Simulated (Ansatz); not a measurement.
A structure relaxed at PBE-D4/def2-TZVP in Ansatz, charge 0, doublet:

Cartesian coordinates in Å:
```
Ag -1.866 1.537 0.048
Ag 1.858 -1.546 -0.067
Cl 0.008 0.009 0.019
```

**Question.** Give its formula and point group.

**Answer.** Ag₂Cl. Point group D∞h (tolerance 0.1 Å).

**Question.** Summarise the bond lengths by kind (pairs closer than 1.2 times the sum of covalent radii, bridged metal pairs left out).

**Answer.** 2 × Ag–Cl 2.42 Å.

In the def2 sets Ag takes a core potential; there is no spin–orbit coupling. The relaxation made no stability test and no search for a lower SCF solution. No other spin state of charge 0 was run. Another isomer (doublet) lies 0.39 eV lower at PBE0-D4/def2-TZVP; other spin states weren't run for this one.
